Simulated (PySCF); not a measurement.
Electron correlation in Ca (calcium, neutral)

[Ar] 4s2, closed-shell 1S. Calculation: PySCF 2.14, in x2c-QZVPPall with one added diffuse shell each of s, p, d, f type (12s8p5d4f, 89 functions); the spin-free X2C one-electron Hamiltonian (Gaussian nucleus). Frozen: [Ar]; 2 electrons correlated.

With two correlated electrons CCSD is exact within the correlated space (frozen core and kept virtual orbitals).

| level | correlation energy (mhartree) |
| --- | --- |
| CCSD | -28.68 |

Diagnostics: T1 = 0.018, D1 = 0.0258, largest double amplitude 0.066.

**Question.** Is a single reference adequate?

**Answer.** Yes: T1 lies below 0.03 and no double amplitude reaches 0.07.
